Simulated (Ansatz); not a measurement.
C2H8BGeN, SMILES `B[N]([GeH3])C=C`, relaxed with RKS PBE0-D4/def2-TZVP in Ansatz 0.2.0 from a PBE-D4/def2-SVP geometry. The force threshold is 0.005 eV/Å; the program also tests the step.

Charge 0, multiplicity 1.

Start:

```xyz
13

B    -1.603    1.090    0.380
N    -0.459    0.308    0.088
Ge    0.669   -0.290    1.500
C    -0.126   -0.041   -1.234
C     0.933   -0.774   -1.636
H    -2.307    1.461   -0.543
H    -1.857    1.371    1.535
H     0.710   -1.839    1.467
H     0.037    0.243    2.799
H     2.088    0.285    1.264
H    -0.842    0.354   -1.977
H     1.676   -1.192   -0.939
H     1.081   -0.977   -2.705
```

Q: How much energy does the relaxation release, and in how many steps? (An estimate is asked.)

A: The calculation gave: 5.53 kJ/mol, in 5 steps.

Q: Which bonds change most? (Estimate.)

A: The calculation gave: N2–Ge3 from 1.904 to 1.875 Å; B1–H6 from 1.219 to 1.198 Å; B1–H7 from 1.216 to 1.196 Å; C4–C5 from 1.349 to 1.330 Å.

Q: Give the relaxed structure. (An estimate is asked.)

A: Ansatz gave: 
```xyz
13

B    -1.588    1.077    0.373
N    -0.451    0.305    0.094
Ge    0.663   -0.288    1.480
C    -0.125   -0.039   -1.221
C     0.919   -0.761   -1.617
H    -2.278    1.439   -0.537
H    -1.846    1.358    1.506
H     0.701   -1.823    1.455
H     0.043    0.244    2.772
H     2.073    0.275    1.249
H    -0.828    0.349   -1.952
H     1.652   -1.173   -0.932
H     1.066   -0.961   -2.669
```
